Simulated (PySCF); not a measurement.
Sn(H)(PH2)3 (H7P3Sn), SMILES [PH2][SnH]([PH2])[PH2].

The structure is a stationary point at B3LYP-D3(BJ)/def2-SVP. The structure was generated by enumeration; whether it is a known compound was not checked. The def2 effective core potentials stand for the cores of Sn; spin–orbit coupling is left out. The values are those of a single conformer.

Calculation: M06-2X/def2-TZVP (PySCF).

Isolated molecule, no solvent.

### Question
Estimate the frontier levels, gap, dipole moment and polarisability. (An estimate is asked for; the answer gives what the named calculation found.)

### Answer

```json
{
  "highest_occupied_level": "-8.07 eV",
  "lowest_empty_level": "-0.39 eV",
  "orbital_gap": "7.68 eV",
  "dipole_moment": "0.44 D",
  "quadrupole, principal values (traceless, Buckingham form, about the centre of nuclear charge)": "-2.96, -2.96, 5.92 D·Å",
  "mean_static_polarisability": "132.2 bohr³ (19.59 Å³)",
  "polarisability_principal_values": "103.3, 146.7, 146.7 bohr³"
}
```
